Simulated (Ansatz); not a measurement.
`C[SiH2][SiH]1C=N1`. Total charge 0; spin multiplicity 1. Geometry: relaxed with PBE0-D4/def2-TZVP. It is one conformer, not always the lowest.

```xyz
12

C    -0.767   -2.006    0.083
Si   -1.043   -0.156    0.199
Si    0.953    1.014    0.427
C     1.419    2.337   -0.694
N     1.954    1.256   -1.077
H    -1.719   -2.529   -0.036
H    -0.281   -2.385    0.985
H    -0.133   -2.247   -0.772
H    -1.913    0.163    1.367
H    -1.702    0.364   -1.031
H     1.748    0.849    1.670
H     1.483    3.340   -1.120
```

Task: What is the dipole moment at r2SCAN/def2-TZVPP? (Estimate.)

Result: Ansatz gave: 1.51 D, with components (-1.22, -0.18, 0.86) D in this frame, pointing from negative to positive charge.

Task: And with PBE, B3LYP, ωB97M-V? (Estimate.)

Result: Ansatz gave: PBE 1.46 D, B3LYP 1.75 D, ωB97M-V 1.82 D.

Task: Give the Mulliken charges with r2SCAN, B3LYP, PBE in def2-TZVPP. (Estimate.)

Result: Ansatz gave: 
```tsv
atom	r2SCAN	B3LYP	PBE
C1	-0.30	-0.39	-0.37
Si2	0.23	0.24	0.16
Si3	0.24	0.20	0.14
C4	-0.01	-0.04	-0.03
N5	-0.28	-0.27	-0.21
H6	0.08	0.11	0.11
H7	0.08	0.11	0.11
H8	0.09	0.12	0.12
H9	-0.07	-0.07	-0.06
H10	-0.06	-0.06	-0.05
H11	-0.09	-0.07	-0.06
H12	0.08	0.13	0.12
```

B3LYP here is the variant with VWN-RPA as its local correlation; programs differ in this.
